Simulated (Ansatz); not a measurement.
The same path of ClH5OSi2 (9 atoms, charge 0, multiplicity 1) was run twice with different band settings. Lost on the way: Si3–H8. Made: O2–H8.

The calculation used RKS r2SCAN-D4/def2-SVP (Ansatz 0.2.0).

Relaxed end points:

```xyz
9
Properties=species:S:1:pos:R:3
Si 0.407 1.534 0.265
O -0.398 0.176 -0.266
Si -0.557 -1.454 -0.359
Cl 1.123 -2.369 0.435
H 0.680 2.414 -0.905
H 1.690 1.147 0.918
H -0.455 2.259 1.241
H -1.732 -1.894 0.435
H -0.670 -1.859 -1.782
```

```xyz
9
Properties=species:S:1:pos:R:3
Si 0.276 1.379 0.293
O -0.347 -0.004 -0.544
Si -0.739 -1.607 0.647
Cl 1.088 -2.519 -0.087
H 0.738 2.299 -0.781
H 1.399 0.971 1.173
H -0.870 1.933 1.047
H 0.172 -0.332 -1.302
H -1.629 -2.166 -0.462
```

Common settings: movable images 7; climbing image yes; optimiser quadratic models (default); start path through a guess of the saddle point; force threshold 0.05 eV/Å; end points relaxed.

| run | spring | iteration limit |
| --- | --- | --- |
| 1 | 5.0 eV/Å² | 60 |
| 2 | 50.0 eV/Å² | 57 |

Q: What does each run give, and how far can it be trusted?

A: Run 1: converged after 49 iterations, highest image 3.337 eV above the first end. The profile has 2 maxima (images 3, 6) with wells between them (image 5): this band takes more than one step, which may be the mechanism or a detour left from its start path. Neighbouring images differ by up to 3.3 eV, so the band resolves the path poorly. A vibrational analysis at the climbing image gives one clearly imaginary mode, 1369i cm⁻¹: a first-order saddle point.
Run 2: converged after 30 iterations, highest image 3.336 eV above the first end. The profile has 2 maxima (images 3, 6) with wells between them (image 4): this band takes more than one step, which may be the mechanism or a detour left from its start path. Neighbouring images differ by up to 2.5 eV, so the band resolves the path poorly. Another band between the same ends (7 images) ends at a top of the same energy, where a vibrational analysis finds 1 clearly imaginary mode.
The orbitals stay closed-shell, which can raise the energy where a bond breaks towards radicals; this wasn't checked here.
